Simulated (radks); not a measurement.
Task: Radial electron density D(r) = 4 pi r^2 rho(r) of an atom or ion with 58 electrons. All-electron calculation, scalar-relativistic Kohn-Sham, PBE, spin-polarised, spherical densities, point nucleus. Program: a radial shooting solver on a logarithmic mesh with Libxc functionals.

r (bohr)  D(r) (e/bohr)   spin D(r)
0.001873          7.814  0.00000267
0.002559          12.69  0.00000410
0.003468          19.80  0.00000572
0.004738          30.06  0.00000666
0.006472          43.25  0.00000370
0.008772          57.54  -0.0000110
0.01198           70.25  -0.0000575
0.01624           76.21   -0.000168
0.02219           73.47   -0.000394
0.03007           67.53   -0.000700
0.04108           70.96   -0.000739
0.05568           88.12    0.000677
0.07606           100.3     0.00602
0.1031            87.41      0.0172
0.1408            73.32      0.0344
0.1909            84.01      0.0631
0.2607            76.62       0.152
0.3562            39.76       0.392
0.4828            32.59       0.753
0.6595            35.01       0.958
0.8939            19.16       0.830
1.221             9.729       0.639
1.655             7.033       0.576
2.261             3.266       0.494
3.064             1.301       0.321
4.186            0.7387       0.136
5.673            0.3147      0.0277
7.751           0.06085    0.000204
10.5           0.004822   -0.000417
14.35         0.0001025  -0.0000192

What is the nuclear charge?

Result: Z = 58. The innermost maximum, from 1s, lies near gamma/Z bohr with gamma = sqrt(1 - (Z/c)^2) = 0.906, here 0.0156 bohr (found: 0.0172), and its height grows with Z. The density is that of neutral cerium in [Xe] 4f1 5d1 6s2; the configuration itself is not fixed sharply by these data, and Z only to a few units. D(r) has 4 maxima, at r = 0.0172, 0.0761, 0.213, 0.594 bohr, and minima at 0.0331, 0.141, 0.435 bohr, inside which lie 1.97, 11.16, 29.01 electrons.
